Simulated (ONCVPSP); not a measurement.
## Building the ONCV potential for oxygen (PBEsol, non-relativistic).

| Quantity | Value |
| --- | --- |
| Element | O (Z = 8) |
| Generator | ONCVPSP 4.0.1 |
| Type | optimised norm-conserving Vanderbilt (ONCV) |
| Functional | PBEsol |
| Relativity | non-relativistic |
| Frozen core | [He] |
| Valence charge | 6 |
| Reference configuration | 2s2 2p4 |
| Partial waves | 2s: rc 0.60 bohr, ncon 5, nbas 8, qcut 12.7 1/bohr, 2 projectors, debl 0.7 Ha; 2p: rc 1.40 bohr, ncon 4, nbas 9, qcut 9 1/bohr, 3 projectors, debl 3.7 Ha |
| Local potential | polynomial inside 0.45 bohr (lpopt 3, dvloc0 1 Ha) |
| Core correction | Teter function, fcfact 4.5, rcfact 1.5 |

In the s channel the program set the typed energies aside and used -0.873, 0.250 Ha.

Question: Estimate the cutoffs (Ha) at which the residual kinetic energy of the hardest occupied pseudo-wave falls to 1 and 0.1 mHa per electron.

Answer: 400 Ha and 474 Ha.

Question: What does a ghost test show?

Answer: Ghosts flagged at negative energy: s at -439.9 eV; GHOST(+) flags only above 600 eV. A true bound ghost makes a file unfit for plane-wave use.

Question: Which valence shell sets the plane-wave cutoff?

Answer: 2s: 400 Ha for 1 mHa per electron, against 30 Ha for 2p.

Question: Tests: 2s2 2p3; 2s2 2p2; 2s2 2p1; 2s2 2p3.5. Which has the largest error in its energy relative to the reference configuration, and how large is it?

Answer: 2s2 2p1, with +645 meV (all-electron minus pseudo) on +103.56 eV.
